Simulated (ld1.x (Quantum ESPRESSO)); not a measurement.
# Reading a pseudo-wave (beryllium)

Columns: radius, all-electron u(r) and pseudo u(r) of the 1s shell (level -105.26 eV) of beryllium in the configuration 1s2 2s1.75 2p0.25; LDA (PZ), non-relativistic, PAW scheme, ld1.x (Quantum ESPRESSO) 7.5.

```csv
r (bohr),all-electron,pseudo
0.235,1.3676,0.7643
0.470,1.1603,0.9984
0.705,0.7662,0.7604
0.940,0.4611,0.4611
1.175,0.2653,0.2653
1.410,0.1489,0.1489
1.645,0.0822,0.0822
1.880,0.0448,0.0448
2.115,0.0243,0.0243
2.350,0.0130,0.0130
2.585,0.0070,0.0070
2.820,0.0037,0.0037
3.055,0.0020,0.0020
3.290,0.0010,0.0010
3.525,0.0006,0.0006
3.760,0.0003,0.0003
3.995,0.0002,0.0002
4.230,0.0001,0.0001
4.465,0.0000,0.0000
4.700,0.0000,0.0000
4.935,0.0000,0.0000
5.170,0.0000,0.0000
5.405,0.0000,0.0000
5.640,0.0000,0.0000
5.875,0.0000,0.0000
6.110,0.0000,0.0000
```

Question: How many radial nodes do the two functions have?

Answer: The all-electron 1s function has n − l − 1 = 0; the pseudo-wave has 0.

Question: At about which radius was the pseudo-wave matched?

Answer: 0.90 bohr, where the columns begin to agree (steps of 0.23 bohr).

Question: Is the pseudo-wave norm-conserving?

Answer: No, it belongs to a PAW set: the norm inside the radius is not constrained, and the difference is carried by the augmentation charge.
